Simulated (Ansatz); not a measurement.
Reaction (substitution at a C–Se bond): `C[Se][InH2]` + `O[Si](O)([SiH3])Br` → `CO[Si](O)([SiH3])Br` + `[SeH][InH2]`

Program: Ansatz. Geometries: PBE0-D4/def2-TZVP. ΔE: electronic, gas phase. CCSD(T)/CBS adds triple-zeta CCSD(T) − MP2 to the extrapolated MP2 energy (def2 sets, frozen cores). DFT in def2-TZVPP. B3LYP here is the variant with VWN-RPA as its local correlation; programs differ in this. Elements past krypton have def2 core potentials. For Br, In, Se outer-core shells are correlated without core-valence functions, which leaves a few kJ/mol of doubt a bond. Scalar relativity is left out up to krypton. Each species was taken in one conformer, which may not be the lowest.

```json
{"level": "B3LYP-D4", "ΔE (eV)": "0.36"}
{"level": "B2PLYP", "ΔE (eV)": "0.40"}
{"level": "PBE", "ΔE (eV)": "0.43"}
{"level": "PBE0", "ΔE (eV)": "0.41"}
{"level": "MP2/def2-TZVPP", "ΔE (eV)": "0.47"}
{"level": "SCS-MP2/def2-TZVPP", "ΔE (eV)": "0.42"}
{"level": "CCSD(T)/def2-TZVPP", "ΔE (eV)": "0.40"}
{"level": "HF/def2-QZVPP", "ΔE (eV)": "0.26"}
```

What does CCSD(T)/CBS give? (Estimate.)

Ansatz gave: +0.43 eV. The listed levels differ from it by -0.07, -0.03, 0.00, -0.02, 0.04, -0.01, -0.03, -0.17 eV.

Largest T1 diagnostic among the species: 0.013.

In def2-TZVPP, CCSD(T) changes the Hartree–Fock value by +0.13 eV (the triples alone add +0.02 eV) and MP2 by +0.21 eV.
